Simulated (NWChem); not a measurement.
Molecule: CHCl, singlet; SMILES [CH]Cl

```xyz
3

C      0.1185     1.2006     0.0000
Cl     0.0159    -0.5107     0.0000
H     -0.9822     1.4785     0.0000
```
Atoms are numbered in this order, from 1.

Low-valent species are run as closed-shell singlets; no triplet was tried in these runs. Geometry: optimised at PBE-D3(BJ)/def2-SVP.

Symmetry labels are those of Cs in the frame above (b1 and b2, or b-type labels, depend on it).

List the 4 lowest vertical singlet excitations from CAM-B3LYP/6-31G* (spherical d), TDA (NWChem).


```csv
state,energy (eV),oscillator strength,symmetry,leading excitation (squared amplitude)
S1,2.05,0.007,a",HOMO → LUMO (0.99)
S2,5.60,0.007,a",HOMO−1 → LUMO (0.99)
S3,6.47,0.003,a',HOMO → LUMO+1 (0.74)
S4,7.31,0.000,a",HOMO−3 → LUMO (0.99)
```
